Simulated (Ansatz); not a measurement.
These are frozen-core CCSD(T)/def2-TZVPP // TPSS-D3(BJ)/def2-SVP (Ansatz, a program for electronic structure) values and carry that method's errors.

Ansatz 0.2 input:
```yaml
crystal:
  periodic: [false, false, false]
  atoms:
    - { symbol: Cd, position_ang: [0.121368, 0.061426, -0.034257] }
    - { symbol: O, position_ang: [1.105418, -0.573136, 1.55772] }
    - { symbol: H, position_ang: [0.467413, -0.792523, 2.263002] }
    - { symbol: O, position_ang: [-0.600528, 0.72629, -1.749448] }
    - { symbol: H, position_ang: [-1.574423, 0.760673, -1.696729] }
basis:
  gaussian: { orbitals: def2-TZVPP }
correlation:
  method: ccsd_t
```

Output:

```
Functional definition: HF
954 factors; integrals over basis functions are off by at most 1.0e-3 eV
mean field evaluation 1: about -8642.5134 eV, gradient 5.6e1 eV
mean field evaluation 2: about -8642.8001 eV, gradient 5.6e1 eV
mean field evaluation 4: about -8648.1607 eV, gradient 2.6e0 eV
mean field evaluation 8: about -8648.2041 eV, gradient 3.1e-1 eV
mean field evaluation 16: about -8642.5151 eV, gradient 5.6e1 eV
mean field -8648.20436210 eV, -317.8156483435 hartree, gradient 3.4e-6 eV, S^2 0.000000; 0 other end points of the search recorded, 0 dependent functions left out
2 core orbitals not correlated
reference -8648.20436210 eV, -317.8156483435 hartree; 17, 17 occupied and 127, 127 virtual orbitals, 954 factors
second order -33.08304959 eV of doubles, -0.00000000 eV of singles
cycle   1  -31.30348048 eV  change     1.8e0 eV  update   1.4e-1
cycle   2  -32.02364090 eV  change   -7.2e-1 eV  update   5.0e-2
cycle   3  -32.22306752 eV  change   -2.0e-1 eV  update   2.7e-2
cycle   4  -32.19576055 eV  change    2.7e-2 eV  update   1.1e-2
cycle   5  -32.17528078 eV  change    2.0e-2 eV  update   4.0e-3
cycle   6  -32.17960419 eV  change   -4.3e-3 eV  update   1.6e-3
cycle   7  -32.18028186 eV  change   -6.8e-4 eV  update   4.6e-4
cycle   8  -32.17971273 eV  change    5.7e-4 eV  update   1.8e-4
cycle   9  -32.17970123 eV  change    1.2e-5 eV  update   7.7e-5
cycle  10  -32.17984442 eV  change   -1.4e-4 eV  update   2.9e-5
cycle  11  -32.17977059 eV  change    7.4e-5 eV  update   1.2e-5
cycle  12  -32.17977799 eV  change   -7.4e-6 eV  update   4.0e-6
perturbative correction -1.05356338 eV, -0.0387177400 hartree
Total energy: -8681.43770346 eV, -319.0369511124 hartree
```

Cost: around 60 core-seconds (rough).
